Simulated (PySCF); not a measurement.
ClGa, neutral, multiplicity 1.

```xyz
2

Ga     0.0000     0.0000    -0.7916
Cl     0.0000     0.0000     1.4434
```
Charge 0, spin multiplicity 1.

Geometry optimised at PBE-D3(BJ)/def2-TZVP.

Level of theory: HF/pcSseg-2 run with PySCF. Non-relativistic, no solvent.

Computed absolute GIAO shielding of each atom: isotropic value and principal components (ppm):
```
atom  σ(iso)     σ11     σ22     σ33    span
----  ------  ------  ------  ------  ------
Ga1   1879.0  1497.5  1497.5  2642.1  1144.6
Cl2    619.9   353.3   353.3  1153.2   799.9
```
